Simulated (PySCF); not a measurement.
Spinor energies of Ne³⁺ (neon, charge +3)

Start: [He] 2s1 2p4; 2s1/2 filled at m_j = +1/2; 2p1/2 filled at m_j = +1/2; 2p3/2 filled at m_j = -1/2, +1/2, +3/2. Calculated with PySCF 2.14 in x2c-SVPall-2c with one added diffuse shell of s type (4s2p1d, 15 functions): generalised Hartree-Fock with the X2C-1e Hamiltonian and a Gaussian nucleus; one run each with spin-orbit coupling (SO) switched off, then screened by Boettger's factors. This is a chosen level, not necessarily the ground level.

```
spinor shell  electrons  ε, spin-free (eV)  ε, screened SO (eV)  weight of nominal j (screened SO)  rms radius, screened SO (bohr)
       1s1/2          2            -974.22              -974.21                              1.000                           0.183
       2s1/2          1            -125.18              -125.18                              1.000                           0.861
       2p3/2          3            -94.214              -97.493                              0.664                           0.839
       2p1/2          1            -94.214              -84.401                              0.663                           0.883
```

```
   quantity   spin-free  screened SO
E (hartree)  -123.25231   -123.25385
        M_J         5/2          5/2
       ⟨J²⟩       8.753        8.753
       ⟨L²⟩       2.001        2.001
       ⟨S²⟩       3.752        3.752
```

Each row is a mean over spinors that exchange with the open shell spreads, by up to 7.763 eV (1s1/2).

Rows whose weight is well below 1 are mixtures of j = l ± 1/2: exchange outweighs spin-orbit coupling there, and the label is only the starting occupation.

Without spin-orbit coupling the j labels of p, d and f shells carry no meaning; the spin-free column gives the mean over the occupied spinors of each nl shell.
